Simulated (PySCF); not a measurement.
Ligands exchanged one at a time, Sn C2H5-I. Gas-phase values, no solvent. One relaxed conformer stands for each flexible species; it need not be the lowest. Strings in code marks are SMILES.

Quantity: redistribution energy (mixed species minus the weighted end members), in kJ/mol.

Case: 3 of 4 C2H5 replaced by I: `C[CH2][Sn]([I])([I])[I]` (C–C–Sn–I torsion 59°). The other species in the difference include `[CH2](C)[Sn]([CH2]C)([CH2]C)[CH2]C` (neutral, multiplicity 1). Geometry of `C[CH2][Sn]([I])([I])[I]` (neutral, multiplicity 1, Å):

```xyz
11

C     -1.5147     0.0099    -0.4936
C     -0.5762    -0.1250     0.6966
Sn     1.5241     0.0476     0.1033
I      2.1097    -1.9040    -1.7080
I      3.1975    -0.1869     2.2367
I      1.9270     2.4682    -1.0845
H     -1.3369    -0.7789    -1.2526
H     -2.5710    -0.0823    -0.1617
H     -1.4102     0.9940    -0.9940
H     -0.7113     0.6688     1.4587
H     -0.6379    -1.1114     1.1991
```

Q: What redistribution energy (mixed species minus the weighted end members) does PBE-D3(BJ)/def2-TZVP // PBE-D3(BJ)/def2-SVP (PySCF) give?

A: -30.76 kJ/mol.
